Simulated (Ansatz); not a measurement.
Mulliken charges of C3H4Al (`C#[C][Al][CH3]`) radical from PBE/def2-TZVPP in Ansatz (PBE0-D4/def2-TZVP geometry).

```csv
atom,x (Å),y (Å),z (Å),charge (e)
C1,2.659,0.064,0.526,-0.003
C2,1.502,-0.298,0.494,-0.417
Al3,-0.285,-0.997,0.529,0.313
C4,-1.674,0.030,-0.396,-0.402
H5,3.675,0.388,0.550,0.202
H6,-1.723,1.035,0.035,0.102
H7,-1.395,0.141,-1.450,0.102
H8,-2.666,-0.420,-0.344,0.104
```

Q: By hand: the dipole of these point charges (1 e Å = 4.8032 D).

A: Σ q r = (0.096, -0.045, 0.048) e Å, of length 0.116 e Å = 0.56 D.

Q: How does the dipole of the full density compare? (Best estimate.)

A: The calculation gave: (-0.050, 0.053, -0.043) e Å, 0.41 D; the point charges give 1.37 times that, at 160° from its direction, so they point the opposite way.

Point charges leave out the atoms' own dipoles, such as those of lone pairs, and Mulliken's split depends on the basis, so the two needn't agree.
